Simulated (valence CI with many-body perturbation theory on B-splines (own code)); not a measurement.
## Sensitivity of CI+MBPT for Br29+

Computed by relativistic CI+MBPT: four valence electrons over a frozen Dirac-Fock core [He], radial functions for each j: 6 s, 6 p, 5 d, 3 f, 1 g, with the one-electron correlation potential Σ1, the two-electron term Σ2, the three-electron term Σ3, Breit, model QED; selected CI, second order for the rest, scaled by the run's own slope (own B-spline code, finite nucleus).

No measured spectrum was set against this ion. As an estimate, large intervals hold to a few tenths of a per cent, small ones and those within an open d or f shell to about a per cent.

The reference run has the lowest level (2s^2 2p1/2^2) J=0 and an ionisation energy of 3366.82 eV. Its largest variational space holds 11508 state functions.

Levels are named by their leading jj configuration (3d3/2^4 stands for four electrons in 3d with j = 3/2), which in mixed levels can hold well under half, so a name can repeat and another be missing. Letters in brackets count levels of one name in rising energy.

Changed runs:
A. cutoff of virtual states (hartree) 2450 → 3600
B. scale of Σ1 1 → 0; scale of Σ2 1 → 0; three-electron term on → off; core polarisation of operators on → off
C. correlating orbitals by l 3 3 3 2 1 → 4 4 0 0 0
D. scale of Σ2 1 → -1 (bad on purpose)

Excitation energies of the reference run in cm⁻¹, and shifts in cm⁻¹:

| Level | Reference | A | B | C | D |
| --- | --- | --- | --- | --- | --- |
| (2s^2 2p1/2 2p3/2) J=1 | 345015 | +16 | -119 | -22 | +475 |
| (2s^2 2p1/2 2p3/2) J=2 | 423744 | +17 | -155 | +1168 | +121 |
| (2s^2 2p3/2^2) J=2 | 826824 | +33 | -404 | +1157 | +58 |
| (2s^2 2p3/2^2) J=0 | 1012800 | +34 | -795 | +147 | -1437 |
| (2s 2p1/2^2 2p3/2) J=2 | 1083000 | +64 | +1804 | -3811 | +1486 |
| (2s 2p1/2^2 2p3/2) J=1 | 1434100 | +63 | +2928 | +2917 | +2494 |
| (2s 2p1/2 2p3/2^2) J=2 [a] | 1528220 | +72 | +2246 | +1056 | +1863 |
| (2s 2p1/2 2p3/2^2) J=3 | 1646780 | +76 | +2308 | +2161 | +2007 |
| (2s 2p1/2 2p3/2^2) J=0 | 1810920 | +77 | +2074 | +1899 | +1249 |
| (2s 2p1/2 2p3/2^2) J=1 [a] | 1851930 | +79 | +2817 | +2710 | +2605 |
| (2s 2p1/2 2p3/2^2) J=2 [b] | 1912530 | +80 | +3149 | +4092 | +3138 |
| (2s 2p1/2 2p3/2^2) J=1 [b] | 2007430 | +76 | +4959 | +5569 | +5859 |
| Ionisation energy (eV) | 3366.82 | +0.0088 | -0.23 | -0.59 | +0.07 |
